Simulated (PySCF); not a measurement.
C2H6GeO3, SMILES [GeH]([OH])([C](C)=O)[OH]. Atoms are numbered in the order given.

```xyz
12

C      2.2090    -0.7524     0.3274
C      1.3298     0.1459    -0.5028
O      1.7304     0.9090    -1.3631
Ge    -0.6573     0.0793    -0.1220
O     -1.1018     1.1142     1.2911
O     -0.9465    -1.6123     0.4187
H      1.8120    -1.7885     0.3056
H      3.2593    -0.7094    -0.0199
H      2.1451    -0.4268     1.3887
H     -1.5176     0.5066    -1.3532
H     -1.5452     1.9317     0.9983
H     -1.8112    -1.6983     0.8625
```
Charge 0, spin multiplicity 1.

The structure is a stationary point at PBE-D3(BJ)/def2-SVP. The structure was generated by enumeration, and PubChem lists no compound with its InChIKey, so it may never have been made. One conformer was computed; it need not be the lowest.

These are PBE-D3(BJ)/def2-SVP (PySCF) values and carry that method's errors.

Frequencies are harmonic and unscaled.

```tsv
mode	ν (cm⁻¹)	IR (km/mol)	moving atoms (share of kinetic energy)
1	32	5.4	O 59 %, C 23 %, H 15 %
2	98	0.5	O 70 %, H 12 %, Ge 10 %
3	125	45.2	O 54 %, H 19 %, C 19 %
4	144	47.9	H 48 %, O 40 %
5	150	5.1	H 93 %
6	167	35.5	H 94 %
7	282	54.0	H 49 %, O 44 %
8	291	22.0	O 36 %, C 24 %, Ge 22 %, H 18 %
9	303	2.6	O 39 %, Ge 31 %, C 18 %, H 11 %
10	455	2.3	C 59 %, H 30 %, O 9 %
11	572	6.9	C 46 %, H 27 %, O 23 %
12	651	132.9	H 72 %, O 19 %
13	665	27.5	O 71 %, H 17 %, Ge 10 %
14	680	147.7	O 69 %, Ge 23 %, H 9 %
15	691	66.6	H 95 %
16	865	83.9	H 86 %, O 8 %
17	879	45.4	H 89 %, O 9 %
18	914	4.0	H 48 %, C 41 %, O 10 %
19	945	2.7	H 57 %, C 40 %
20	1107	57.9	C 65 %, H 33 %
21	1297	44.6	H 72 %, C 28 %
22	1369	18.9	H 95 %
23	1373	16.6	H 96 %
24	1751	147.8	C 59 %, O 38 %
25	2024	198.8	H 98 %
26	2962	1.3	H 97 %
27	3049	1.1	H 91 %, C 9 %
28	3094	6.9	H 90 %, C 10 %
29	3720	49.3	H 94 %
30	3732	60.4	H 94 %
```
